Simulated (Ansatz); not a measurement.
Stepwise reaction of aluminium trichloride with ammonia, as a gas-phase model of exchange steps in deposition or etching. ΔE in kJ/mol; ΔG adds harmonic PBE0-D4 terms to CCSD(T)/CBS, at 1 bar.

Program: Ansatz. Geometries: PBE0-D4/def2-TZVP. ΔE: electronic, gas phase. CCSD(T)/CBS adds triple-zeta CCSD(T) − MP2 to the extrapolated MP2 energy (def2 sets, frozen cores). This one scheme is used for every species. Functionals use def2-TZVPP. B3LYP here is the variant with VWN-RPA as its local correlation; programs differ in this. One conformer a species, not always the lowest.

```tsv
step	reaction	PBE-D4	B3LYP-D4	ωB97M-V	CCSD(T)/CBS	ΔG(400 K)
1	`[Cl][Al]([Cl])[Cl]` + NH₃ → `[NH2][Al]([Cl])[Cl]` + HCl	59.6	57.2	58.7	59.7	49.4
3	`[NH2][Al]([NH2])[Cl]` + NH₃ → `[NH2][Al]([NH2])[NH2]` + HCl	90.9	89.3	91.1	89.6	82.4
```

Give the row of step 2, `[NH2][Al]([Cl])[Cl]` + NH₃ → `[NH2][Al]([NH2])[Cl]` + HCl. (Estimate.)

Computed: 
| step | reaction | PBE-D4 | B3LYP-D4 | ωB97M-V | CCSD(T)/CBS | ΔG(400 K) |
| --- | --- | --- | --- | --- | --- | --- |
| 2 | `[NH2][Al]([Cl])[Cl]` + NH₃ → `[NH2][Al]([NH2])[Cl]` + HCl | 75.6 | 73.3 | 74.8 | 74.7 | 65.6 |

By hand: ΔE of the 3 steps together at CCSD(T)/CBS.

(59.7) + (74.7) + (89.6) = 224.0 kJ/mol, or 74.7 kJ/mol a step.

In ΔE each step is higher than the one before. All are uphill at CCSD(T)/CBS. ΔG lies between 49.4 and 82.4 kJ/mol a step. PBE-D4 differs from CCSD(T)/CBS by -0.1 to 1.3 kJ/mol a step. Isolated molecules leave out the surface, adducts and barriers. Largest T1 diagnostic: 0.009.
